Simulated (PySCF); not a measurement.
Relaxed structures of CH₄GeS, closed shell (PBE0-D4/def2-TZVP; forces vanish, vibrations not checked; lower isomers may exist, and structures with a doubtful reference or unclear bonds are left out; Å). Computed with PySCF 2.14 with density fitting (its default auxiliary sets; JK sets also for MP2 and CCSD(T)) (basis: def2-TZVPP); correlated methods freeze the cores. Filled d shells of the heavier atoms are correlated. The def2 sets are not built for correlating such inner shells, so the correlated values are less sure here.

(1) Rank them by CCSD(T) energy, lowest first, and give each one's height above the lowest. Links in brackets join atoms within 1.22 times the sum of their covalent radii (1.1 for two metals). (An estimate is asked for; the value comes from the calculation.)
A.
CH₄GeS ([CH2]1[SH][GeH]1)
```
7
angstrom
C -0.6313 -0.4251 -0.4956
S 0.0914 -1.6271 0.6726
Ge 0.7799 0.7583 0.3332
H -0.4179 -0.7961 -1.4959
H -1.6976 -0.3043 -0.3336
H -0.2025 1.1467 1.5341
H -0.6849 -1.3350 1.7275
```
B.
CH₄GeS ([CH2]1[S][GeH2]1)
```
7
angstrom
C -0.7883 -0.2084 -0.5476
S -0.4297 -1.4659 0.7562
Ge 0.7751 0.3345 0.4391
H -0.6568 -0.5706 -1.5619
H -1.7112 0.3408 -0.3928
H 0.6549 1.4380 1.4866
H 2.1570 0.1395 -0.1788
```
C.
CH₄GeS ([SH][CH][GeH2])
```
7
angstrom
C -0.1138 -0.8086 -0.0146
S -0.5520 -1.8764 1.2797
Ge 0.9450 0.6199 0.1869
H -0.4959 -1.0378 -1.0034
H -1.8622 -2.0242 1.0021
H 1.5849 0.9401 1.5340
H 1.5459 1.2962 -1.0422
```

The T1 diagnostic stays at or below 0.014. The restricted Hartree–Fock reference is unstable towards an unrestricted one at one or more of these structures.

Results:

(1) By the calculation: B (0.00 kcal/mol), A (13.44 kcal/mol), C (31.29 kcal/mol). Heights count from the lowest.

For scale, one of the runs: CCSD(T)/def2-TZVPP, 177 basis functions, launched by `OMP_NUM_THREADS=2 python run.py`. The run took 9.7 min on 2 CPU threads of an Arm Neoverse V1 (shared host), with 1.8 GiB of host memory at its peak.
